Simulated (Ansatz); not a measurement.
`F/C=N/[SiH3]` → `F[SiH]1CN1`  (isomerisation)

Computed with Ansatz on PBE0-D4/def2-TZVP structures; ΔE is electronic, products minus reactants. CCSD(T)/CBS is the MP2 limit (def2-TZVPP, def2-QZVPP) plus CCSD(T) − MP2 in def2-TZVPP, frozen cores. Functionals use def2-TZVPP.

Problem. Is it downhill or uphill in electronic energy at CCSD(T)/CBS, and by how much? (Best estimate.)

Solution. Computed: Downhill: ΔE = -25.6 kcal/mol.

Problem. What do these levels give: PBE0, r2SCAN0, MP2/def2-SVP, CCSD/def2-SVP, MP2/def2-TZVPP, HF/def2-QZVPP? (An estimate is asked.)

Solution. Ansatz gave: PBE0 -24.5, r2SCAN0 -25.6, MP2/def2-SVP -16.8, CCSD/def2-SVP -14.5, MP2/def2-TZVPP -26.3, HF/def2-QZVPP -17.6 kcal/mol.

Problem. What do rigid-rotor, harmonic-oscillator terms from PBE0-D4/def2-TZVP frequencies (298.15 K, 1 bar) make of the CCSD(T)/CBS value? (Best estimate.)

Solution. Ansatz gave: ΔZPE = +3.3 kcal/mol, ΔH = -22.7 kcal/mol, ΔS = -14 J/(mol·K), ΔG = -21.7 kcal/mol.

Largest T1 diagnostic among the species: 0.014.

From r2SCAN to r2SCAN0 (25 % exact exchange), in def2-TZVPP and without D4, ΔE moves by −1.8 kcal/mol. In def2-TZVPP, CCSD(T) changes the Hartree–Fock value by −6.0 kcal/mol (the triples alone add +0.4 kcal/mol) and MP2 by −9.3 kcal/mol. At CCSD(T), def2-SVP lies +12.0 kcal/mol from the extrapolated value and def2-TZVPP +2.6 kcal/mol.
